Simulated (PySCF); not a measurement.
## Fractional electron number in C+ (carbon, charge +1)

The 2p alpha orbital of [He] 2s2 2p1 is emptied in steps (occupation f), with all orbitals relaxed, ending at [He] 2s2. All numbers are calculated (PySCF 2.14, the spin-free X2C one-electron Hamiltonian (Gaussian nucleus), in x2c-TZVPall). The exact energy is a straight line in f; departures are measured from the line between the end points of the same method.

```
  f  UHF (eV)  LDA (eV)  PBE (eV)  PBE0 (eV)  r2SCAN (eV)  LC-wPBE (eV)  BHandHLYP (eV)  wB97X (eV)  B3LYP (eV)  HSE06 (eV)
  1     0.000     0.000     0.000      0.000        0.000         0.000           0.000       0.000       0.000       0.000
0.9     0.063    -0.629    -0.623     -0.454       -0.572        -0.187          -0.290      -0.208      -0.493      -0.491
0.7     0.143    -1.478    -1.461     -1.062       -1.329        -0.435          -0.675      -0.483      -1.152      -1.147
0.5     0.167    -1.768    -1.743     -1.264       -1.572        -0.515          -0.800      -0.570      -1.371      -1.365
0.3     0.138    -1.489    -1.464     -1.059       -1.310        -0.428          -0.668      -0.470      -1.147      -1.142
0.1     0.058    -0.638    -0.625     -0.451       -0.557        -0.180          -0.283      -0.195      -0.488      -0.486
  0     0.000     0.000     0.000      0.000        0.000         0.000           0.000       0.000       0.000       0.000
```

Problem. For PBE, how does the orbital energy at f = 1 compare with the removal energy?

Solution. −ε = 17.946 eV against a total-energy difference of 24.849 eV. By Janak's theorem ε = ∂E/∂f, so the gap between them reflects the curvature. Along the path −ε is 19.293 (f = 0.9), 22.040 (f = 0.7), 24.838 (f = 0.5), 27.652 (f = 0.3), 30.424 (f = 0.1) eV.

| method | E(f=0) − E(f=1) (eV) | −ε at f=1 (eV) | −ε at f=0.5 (eV) |
| --- | --- | --- | --- |
| UHF | 24.166 | 24.871 | 24.150 |
| LDA | 24.762 | 17.794 | 24.729 |
| PBE | 24.849 | 17.946 | 24.838 |
| PBE0 | 24.831 | 19.788 | 24.839 |
| r2SCAN | 25.000 | 18.636 | 25.059 |
| LC-wPBE | 24.993 | 22.919 | 25.014 |
| BHandHLYP | 24.872 | 21.654 | 24.892 |
| wB97X | 24.654 | 22.341 | 24.692 |
| B3LYP | 25.032 | 19.560 | 25.047 |
| HSE06 | 24.850 | 19.397 | 24.864 |

Reference removal energy between the ground levels: 24.383 eV (measured; NIST Atomic Spectra Database, ionization energies). The calculation has no spin-orbit coupling. UHF lacks correlation.
